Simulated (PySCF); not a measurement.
**Correlation energy of Pd³⁰⁺ (palladium, charge +30)**

[Ne] 3s2 3p4, high-spin 3P determinant. Calculation: PySCF 2.14, in an even-tempered Gaussian basis (18 s from 3.9 bohr⁻², ratio 2.5; 12 p from 5 bohr⁻², ratio 2.5; 5 d from 24 bohr⁻², ratio 2.7; 4 f from 36 bohr⁻², ratio 2.7); the spin-free X2C one-electron Hamiltonian (Gaussian nucleus). Frozen: 1s2; 14 electrons correlated; the 21 highest virtual orbitals of each spin left out.

```
  level  correlation energy (mhartree)
   CCSD                        -575.47
    (T)                          -1.53
CCSD(T)                        -577.00
```

Diagnostics: T1 = 0.00088, D1 = 0.0041, largest double amplitude 0.023.

**Question.** Is a single reference adequate?

**Answer.** Yes, within this model without spin-orbit coupling: T1 lies below 0.03 and no double amplitude reaches 0.07.

At this charge the one-electron X2C treatment keeps the bare 1/r₁₂, with no two-electron picture change or Breit term. The effect here is smaller than on the frozen 1s shell; and a scalar Hamiltonian misses the large spin-orbit splitting of the p shells, which matters for ns² → np² pairs.

Spin-orbit coupling is strong in this species, so the high-spin LS determinant is a model state.
